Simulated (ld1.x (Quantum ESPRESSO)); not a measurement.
Tl: one change to a TM potential, before and after

```json
{"Element": "Tl", "Generator": "ld1.x (Quantum ESPRESSO) 7.5", "Type": "norm-conserving Troullier–Martins (Kleinman–Bylander form)", "Functional": "LDA (PZ)", "Relativity": "fully relativistic", "Frozen core": "[Xe] 4f14", "Valence charge": "13", "Reference configuration": "5d10 6s1 6p0 (charge +2)", "Partial waves": "6p (bound, empty): rc 2.15 bohr; 5d (bound): rc 2.10 bohr; 6s (bound): rc 2.10 bohr", "Local potential": "the s channel", "Core correction": "Bessel-smoothed model core, default radius (core density twice the valence density)"}
```

Open shells are filled in proportion to 2j + 1 (rel_dist='average').

All-electron outer shells of the reference configuration (LDA (PZ), scalar-relativistic, ld1.x):

```csv
shell,level (eV),outermost node (bohr),outermost maximum (bohr)
5p,-94.29,0.50,0.90
5d,-33.42,0.53,1.11
6s,-25.82,1.04,2.00
6p,-16.32,1.21,2.50
```

Change: scalar-relativistic.

Cutoffs: the cutoffs (Ry, on a coarse ladder) from which the occupation-weighted sum of valence levels, in a spherical-Bessel basis at the reference potential, stays within 10 and 1 mRy of its value at 400 Ry; they do not see the model core or the augmentation charge, which bear on the density cutoff. Errors are all-electron minus pseudo energies relative to the spin-unpolarised reference configuration.

Task: What does the change do?

Result: The potential gets neither clearly harder nor softer (50 Ry and 80 Ry → 50 Ry and 80 Ry); the number of tests with a reliable result goes from 7 to 9; of the 7 tests that both files solve, the error grows in 4 and shrinks in 3 by more than 15 % and 0.3 meV (median size 6.5 → 3.4 meV); neither file shows a bound ghost.

```tsv
quantity	base	changed
cutoff, loose	50 Ry	50 Ry
cutoff, tight	80 Ry	80 Ry
bound ghosts	none	none
error for 5d10 6s2 6p1, meV [ΔE -26.72 → -26.61 eV]	-6.5	+3.4
error for 5d10 6s2 6p0, meV [ΔE -21.20 eV]	-7.0	+0.4
error for 5d10 6s0 6p0, meV [ΔE 30.60 eV]	-13	-24
error for 5d10 6s0 6p3, meV [ΔE -11.59 → -11.21 eV]	-2.5	+3.4
error for 5d10 6s1 6p1, meV [ΔE -12.96 → -12.82 eV]	-1.4	+4.2
error for 5d10 6s1 6p2, meV [ΔE -19.36 → -19.13 eV]	-0.5	+7.5
error for 5d10 6s2 6p0.5, meV [ΔE -24.70 → -24.64 eV]	-7.3	+1.6
s: phases at 2.34 bohr within 0.05 rad from the reference energy up to (Ry; the scan ends near 5)	2.4	2.4
```
